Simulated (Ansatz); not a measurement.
These are frozen-core CCSD(T)/def2-TZVPP // PBE-D3(BJ)/def2-SVP in Ansatz (an electronic-structure program) values and carry that method's errors.

Ansatz 0.2 input:
```yaml
crystal:
  periodic: [false, false, false]
  atoms:
    - { symbol: Ti, position_ang: [0.000001, 0.000001, 0.000002] }
    - { symbol: Br, position_ang: [1.052055, 0.457328, 2.025487] }
    - { symbol: Br, position_ang: [-1.140212, 1.894607, -0.727277] }
    - { symbol: Br, position_ang: [1.595515, -0.601424, -1.584666] }
    - { symbol: Br, position_ang: [-1.507367, -1.75052, 0.28646] }
basis:
  gaussian: { orbitals: def2-TZVPP }
correlation:
  method: ccsd_t
```

Output:

```
Functional definition: HF
1758 factors; integrals over basis functions are off by at most 5.8e-4 eV
mean field evaluation 1: about -303082.9535 eV, gradient 4.5e1 eV
mean field evaluation 2: about -303083.1786 eV, gradient 4.6e1 eV
mean field evaluation 4: about -303088.7336 eV, gradient 1.2e1 eV
mean field evaluation 8: about -303089.1012 eV, gradient 8.7e-1 eV
mean field evaluation 16: about -303089.1106 eV, gradient 1.6e-6 eV
mean field -303089.11064143 eV, -11138.3193748946 hartree, gradient 1.6e-6 eV, S^2 0.000000; 0 other end points of the search recorded, 0 dependent functions left out
41 core orbitals not correlated
reference -303089.11064143 eV, -11138.3193748946 hartree; 40, 40 occupied and 175, 175 virtual orbitals, 1758 factors
second order -42.38012518 eV of doubles, -0.00000000 eV of singles
cycle   1  -39.34117556 eV  change     3.0e0 eV  update   4.0e-1
cycle   2  -41.42612233 eV  change    -2.1e0 eV  update   4.2e-1
cycle   3  -41.83834566 eV  change   -4.1e-1 eV  update   8.5e-2
cycle   4  -41.82480493 eV  change    1.4e-2 eV  update   3.8e-2
cycle   5  -41.79606259 eV  change    2.9e-2 eV  update   1.3e-2
cycle   6  -41.78843358 eV  change    7.6e-3 eV  update   4.7e-3
cycle   7  -41.78920922 eV  change   -7.8e-4 eV  update   2.8e-3
cycle   8  -41.78869468 eV  change    5.1e-4 eV  update   1.4e-3
cycle   9  -41.78939089 eV  change   -7.0e-4 eV  update   5.5e-4
cycle  10  -41.78998507 eV  change   -5.9e-4 eV  update   1.4e-4
cycle  11  -41.78973497 eV  change    2.5e-4 eV  update   5.6e-5
cycle  12  -41.78959359 eV  change    1.4e-4 eV  update   2.5e-5
cycle  13  -41.78964146 eV  change   -4.8e-5 eV  update   1.1e-5
perturbative correction -2.26954333 eV, -0.0834041790 hartree
Total energy: -303133.16982622 eV, -11139.9385200712 hartree
```

Cost: around 19 core-minutes (rough).
